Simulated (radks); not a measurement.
The mean radii <r> (bohr) of the occupied orbitals of an atom or ion are listed with their occupations. Method: scalar-relativistic Kohn-Sham, LB94 model potential, spin-polarised, spherical densities, finite nucleus; Fermi nuclear charge, rms radius of each element as measured or else 0.836 A^(1/3) + 0.57 fm; computed with a radial shooting solver on a logarithmic mesh with Libxc functionals.

orbital  occ.      <r>
1s down     1  0.03257
1s up       1  0.03258
2s up       1   0.1400
2s down     1   0.1401
2p up       3   0.1218
2p down     3   0.1219
3s up       1   0.3491
3s down     1   0.3488
3p up       3   0.3393
3p down     1   0.3387

Name the element and its charge. Open shells, if any, are filled with parallel spins first.

Answer. Z = 45, rhodium, charge +29: Rh29+ in [Ne] 3s2 3p4. The 1s radius gives Z: for a bare nucleus <r> = (2 gamma + 1)/(2Z) with gamma = sqrt(1 - (Z/c)^2), 0.0321 bohr for Z = 45, and screening makes it slightly larger (0.03257 here). The occupations add up to 16, and the charge is Z minus that.
